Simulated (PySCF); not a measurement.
Computed with PBE-D3(BJ)/def2-TZVP // r2SCAN-D4/def2-SVP in PySCF 2.14.0. Isolated molecules, 0 K electronic values unless said otherwise. One relaxed conformer stands for a flexible species; it need not be the lowest. 

Reference species: [W(Cl)3(NH2)3] (neutral, multiplicity 1).

```yaml
coordination_number: 6
HOMO–LUMO gap: 2.74 eV
```

Changed species: [W(Cl)2(NH2)4] (4 of 6 Cl replaced by NH2; the reference has 3 of 6 Cl replaced by NH2).

Q: What does the change do to the coordination number and HOMO–LUMO gap?

A: the coordination number stays essentially unchanged; the HOMO–LUMO gap rises by 0.03 eV, to 2.77 eV.
